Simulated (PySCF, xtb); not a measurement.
## GaH5Si2: which of two structures lies lower

Structure I: `[SiH2]1[SiH2][GaH]1`, a singlet. Structure II: a singlet given by its coordinates. Both are isolated molecules in the gas phase, relaxed with B3LYP/6-31G*.

I (Å):

| atom | x (Å) | y (Å) | z (Å) |
| --- | --- | --- | --- |
| Ga | 0.8682 | -2.1856 | 1.2208 |
| Si | -0.5560 | -0.3277 | 1.8911 |
| Si | -1.3654 | -1.8619 | 0.3070 |
| H | -0.5841 | 1.1646 | 1.8304 |
| H | -1.0079 | -0.7718 | 3.2474 |
| H | -2.6930 | -2.5462 | 0.2765 |
| H | -1.0558 | -1.3311 | -1.0581 |
| H | 2.2204 | -2.9938 | 1.3133 |

II (Å):

```xyz
8

Ga   -0.3858    0.7796   -0.9335
Si   -2.1213   -0.3641    0.4337
Si    1.3012    0.8659   -2.5716
H     2.3620    1.5334   -1.7203
H     0.7681    2.0582   -3.3392
H    -2.8561    0.6199    1.2766
H    -3.1082   -1.0655   -0.4360
H    -1.4853   -1.3672    1.3350
```

Close contacts (Å): Ga1–Si2 2.49, Ga1–Si3 2.35, Si2–H6 1.49, Si2–H7 1.49, Si2–H8 1.49, Si3–H4 1.52, Si3–H5 1.51.

Q: Estimate which is lower in electronic energy at CCSD(T)/def2-SVP + ΔMP2/def2-TZVPP, and by roughly how much.

A: The CCSD(T)/def2-SVP + ΔMP2/def2-TZVPP calculation puts structure II lower, by 1.53 kcal/mol.

How the difference moves with the method:

```json
{"level": "B3LYP/6-31G*", "geometry": "B3LYP/6-31G*", "E(II) − E(I) (kcal/mol)": "−6.76", "departure from the last row (kcal/mol)": "−5.22", "job, with rough time for the two": "optimisation, 2.5 min"}
{"level": "HF/def2-SVP", "geometry": "B3LYP/6-31G*", "E(II) − E(I) (kcal/mol)": "+0.35", "departure from the last row (kcal/mol)": "+1.88", "job, with rough time for the two": "part of the CCSD(T) run"}
{"level": "MP2/def2-SVP", "geometry": "B3LYP/6-31G*", "E(II) − E(I) (kcal/mol)": "+0.89", "departure from the last row (kcal/mol)": "+2.43", "job, with rough time for the two": "part of the CCSD(T) run"}
{"level": "CCSD(T)/def2-SVP", "geometry": "B3LYP/6-31G*", "E(II) − E(I) (kcal/mol)": "−2.54", "departure from the last row (kcal/mol)": "−1.00", "job, with rough time for the two": "single point"}
{"level": "CCSD(T)/def2-SVP + ΔMP2/def2-TZVPP", "geometry": "B3LYP/6-31G*", "E(II) − E(I) (kcal/mol)": "−1.53", "departure from the last row (kcal/mol)": "", "job, with rough time for the two": "single point, 62 s"}
```

MP2/def2-SVP puts the two in the other order. HF/def2-SVP finds them nearly level. The largest departure from CCSD(T)/def2-SVP + ΔMP2/def2-TZVPP is that of B3LYP/6-31G*, 5.22 kcal/mol. Levels run at GFN2-xTB geometries aren't shown. The last row adds to CCSD(T) the change of the MP2 difference between the two basis sets, here +1.00 kcal/mol.

With thermal terms from frequencies at re-optimised GFN2-xTB minima (ideal gas, soft modes damped towards free rotors, one conformer each, 298.15 K, 1 atm): the zero-point term adds +1.39 kcal/mol; ΔH is +0.16 and ΔG −0.75 kcal/mol.

The correlated steps freeze 19 core orbitals; the filled d shell of Ga is correlated, in a basis made for valence electrons. Codes used: PySCF 2.14.0, xtb 6.7.1 (Pople sets with spherical d functions); the last row on 2 threads of Arm Neoverse V1 on a shared host.
